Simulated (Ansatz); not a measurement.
```yaml
crystal:
  periodic: [false, false, false]
  atoms:
    - {symbol: C, position_ang: [0.221013, -1.924456, 0.038502]}
    - {symbol: O, position_ang: [0.350194, -1.045894, 0.314086]}
    - {symbol: Ga, position_ang: [0.272901, -0.060316, -0.282074]}
    - {symbol: O, position_ang: [0.056791, -0.244721, -1.499383]}
    - {symbol: C, position_ang: [0.400752, 0.962236, 0.180176]}
    - {symbol: Si, position_ang: [-0.679368, 1.396094, 0.575690]}
    - {symbol: H, position_ang: [-0.362746, -1.732517, -0.349801]}
    - {symbol: H, position_ang: [0.825741, -1.821285, -0.332679]}
    - {symbol: H, position_ang: [0.200926, -2.388312, 0.521584]}
    - {symbol: H, position_ang: [0.018827, -0.864123, -1.432812]}
    - {symbol: H, position_ang: [0.598773, 1.557241, -0.331956]}
    - {symbol: H, position_ang: [0.743253, 1.076264, 0.746087]}
    - {symbol: H, position_ang: [-1.322647, 1.709083, -0.158745]}
    - {symbol: H, position_ang: [-0.939078, 1.050904, 1.277200]}
    - {symbol: H, position_ang: [-0.456223, 2.539092, 0.825061]}
basis:
  gaussian: {orbitals: "6-31G*"}
hamiltonian: {xc: {name: B2GP-PLYP}, pseudopotentials: {relativity: none}}
output: {forces: true}
```

```sh
$ ansatz run in.yaml --threads 2 --pin off --events-out ev --progress --plain --max-ram 22528MiB --backend cpu
```

Output, abridged:

```
Functional definition: B2GP-PLYP
1301 factors; integrals over basis functions are off by at most 6.1e-4 eV
mean field evaluation 1: about -66357.8138 eV, gradient 1.1e2 eV
mean field evaluation 2: about -66359.4351 eV, gradient 1.1e2 eV
mean field evaluation 4: about -66379.0105 eV, gradient 7.7e0 eV
mean field evaluation 8: about -66379.1961 eV, gradient 1.2e0 eV
mean field evaluation 16: about -66379.1979 eV, gradient 4.6e-4 eV
mean field -66379.19786404 eV, -2439.3905280672 hartree, gradient 2.0e-6 eV, S^2 0.000000; 0 other end points of the search recorded, 0 dependent functions left out
18 core orbitals not correlated: weight in the atoms' cores, before any rotation towards them, 0.998 or more for the frozen orbitals, at most 0.001 for the correlated occupied ones
reference -66379.19799717 eV, -2439.3905329595 hartree; 23, 23 occupied and 91, 91 virtual orbitals, 1301 factors
second order -29.68675470 eV of doubles, -0.00000000 eV of singles
Total energy: -66389.88522886 eV, -2439.7832814801 hartree
Atom 0 at     0.221013    -1.924456     0.038502 Å, force   -11.052700   -52.977584   -25.204812 eV/Å
Atom 1 at     0.350194    -1.045894     0.314086 Å, force    18.731484    -1.472288    94.429361 eV/Å
Atom 2 at     0.272901    -0.060316    -0.282074 Å, force    -0.899225    12.634013   -31.468517 eV/Å
Atom 3 at     0.056791    -0.244721    -1.499383 Å, force    -8.459248    52.520992   -74.747111 eV/Å
Atom 4 at     0.400752     0.962236     0.180176 Å, force    27.924280    54.029419    -7.380132 eV/Å
Atom 5 at    -0.679368     1.396094     0.575690 Å, force   -15.350838    38.259104   -17.791747 eV/Å
Atom 6 at    -0.362746    -1.732517    -0.349801 Å, force   -34.729803    -1.443762   -24.035209 eV/Å
Atom 7 at     0.825741    -1.821285    -0.332679 Å, force    36.235378    -7.817498   -26.711160 eV/Å
Atom 8 at     0.200926    -2.388312     0.521584 Å, force    -2.615212   -42.498023    39.639898 eV/Å
Atom 9 at     0.018827    -0.864123    -1.432812 Å, force    -5.440081   -67.875529    -0.881287 eV/Å
Atom 10 at     0.598773     1.557241    -0.331956 Å, force     6.201684    16.420044   -12.983746 eV/Å
Atom 11 at     0.743253     1.076264     0.746087 Å, force    29.011730     9.793219    46.169480 eV/Å
Atom 12 at    -1.322647     1.709083    -0.158745 Å, force   -18.103293     6.426518   -19.011158 eV/Å
Atom 13 at    -0.939078     1.050904     1.277200 Å, force   -22.616415   -27.878652    56.087076 eV/Å
Atom 14 at    -0.456223     2.539092     0.825061 Å, force     1.162259    11.880026     3.889063 eV/Å
Dipole moment:     0.255650    -0.391119     0.132293 e Å
```

**Question.** What is wrong with this run?

**Answer.** The geometry is squeezed to about two thirds of its size. The calculation finished and met its thresholds. The result belongs to that input, not to the molecule as meant.
